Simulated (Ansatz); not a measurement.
`[SiH3][AsH][SiH3]` + CH₃OH → `CO[AsH][SiH3]` + SiH₄ at 298.15 K and 1 bar (cleavage of the As–Si bond).

Isolated molecules relaxed with PBE0-D4/def2-TZVP in Ansatz; ΔE leaves out vibrations. CBS: MP2 limit from def2 TZ/QZ plus the TZ coupled-cluster correction, frozen cores. This one scheme is used for every species. For As outer-core shells are correlated without core-valence functions, which leaves a few kJ/mol of doubt a bond. Scalar relativity is left out up to krypton. One conformer a species, not always the lowest.

| species | CCSD(T)/CBS energy (Eh) | H − E (kJ/mol) | S (J/(mol·K)) |
| --- | --- | --- | --- |
| `[SiH3][AsH][SiH3]` | -2817.37686 | 173.9 | 357.4 |
| CH₃OH | -115.61712 | 146.3 | 238.2 |
| `CO[AsH][SiH3]` | -2641.50192 | 218.5 | 366.7 |
| SiH₄ | -291.46306 | 92.1 | 204.8 |

H − E and S are ideal-gas, rigid-rotor, harmonic terms from PBE0-D4/def2-TZVP, for one conformer and one mirror image of each species. 1 Eh = 2625.50 kJ/mol, R = 8.31446 J/(mol·K).

By hand: ΔE, ΔH, ΔS and ΔG.

ΔE = (-2641.50192) + (-291.46306) − (-2817.37686) − (-115.61712) = 0.02900 Eh = 76.1 kJ/mol. Δ(H − E) = 218.5 + 92.1 − 173.9 − 146.3 = -9.6, so ΔH = 66.5 kJ/mol. ΔS = 366.7 + 204.8 − 357.4 − 238.2 = -24.1 J/(mol·K). ΔG = 66.5 − 298.15 × (-24.1)/1000 = 73.7 kJ/mol.

By hand: the equilibrium constant, and the temperature at which ΔG would vanish if ΔH and ΔS stayed fixed.

log₁₀ K = −ΔG/(RT ln 10) = -12.9. ΔH and −TΔS have one sign here, so there is no such temperature.

ΔH outweighs TΔS. A doubt of 5 kJ/mol in ΔE shifts log₁₀ K by 0.9 here. Other conformers and mirror images would add mixing entropy, several J/(mol·K) or more a flexible species. Modes under 60 cm⁻¹, often nearly free rotors, make the harmonic entropy too high. These are equilibria of isolated gas molecules and say nothing of rates. Largest T1 diagnostic: 0.012 (customary marks: 0.02 for closed shells, 0.045 for open ones).
